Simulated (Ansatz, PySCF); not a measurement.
Gas-phase reaction in SMILES: OO (H2O2) -> [O-]O + H+
Structures are relaxed separately at B3LYP-D3(BJ)/def2-TZVP in Ansatz (an electronic-structure program), one conformer each, not searched for the lowest.

Property: gas-phase deprotonation energy (enthalpy at 298 K, with B3LYP-D3(BJ) rigid-rotor harmonic-oscillator terms from PySCF), in kJ/mol. Correlated levels leave the core frozen unless marked. No spin-orbit coupling. Non-relativistic. Anions need diffuse functions: aug- sets have them; def2-D sets add few; the other sets have none. Basis-set limits of correlation are two-point, X^-3; Hartree-Fock from the larger set.

```tsv
level	program	gas-phase deprotonation energy (kJ/mol)	minus last row
HF/def2-SVP	Ansatz	1660.0	82.8
HF/def2-SVPD	Ansatz	1591.6	14.4
HF/def2-QZVPP	Ansatz	1610.3	33.1
HF-D3(BJ)/def2-TZVPD	PySCF + dftd3	1606.9	29.7
TPSSh/def2-TZVPD	PySCF	1575.0	-2.2
M06-2X/def2-TZVPD	PySCF	1573.4	-3.8
wB97M-V/def2-TZVPD	Ansatz	1560.7	-16.5
B2GP-PLYP/def2-TZVPD	Ansatz	1564.3	-12.9
MP2/def2-SVP	Ansatz	1691.4	114.2
MP2/cc-pVQZ	Ansatz	1609.6	32.4
RI-MP2/aug-cc-pVQZ	Ansatz	1570.4	-6.8
SCS-MP2/6-31G	Ansatz	1608.5	31.3
CCSD/def2-QZVPP	Ansatz	1601.7	24.5
CCSD(T)/aug-cc-pVDZ	Ansatz	1565.2	-12.0
CCSD(T)/CBS(def2-TZVPPD,def2-QZVPPD)	Ansatz	1577.2	0.0
```
